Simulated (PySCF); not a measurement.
How methods differ on the excitation energy of Si²⁺

Si²⁺ [Ne] 3s2 (1S) → Si²⁺ [Ne] 3s1 3p1 (3P), as a difference of total energies. All numbers are calculated (PySCF 2.14, scalar relativity by spin-free X2C-1e, in x2c-TZVPPall (5s5p3d1f, 42 functions)). Correlated levels: valence and next inner shell: 1s2 frozen. The calculations carry no spin-orbit coupling.

```tsv
method	excitation energy (cm⁻¹)
UHF	43060
MP2 (valence and next inner shell)	51063
SCS-MP2 (valence and next inner shell)	52481
CCSD (valence and next inner shell)	52686
CCSD(T) (valence and next inner shell)	52923
```

A first-order spin-orbit estimate (lowest level to lowest level, LS coupling) adds -0.028 eV.

The basis was made for the ground configuration and has no added diffuse functions, so the excitation energy can come out too high.
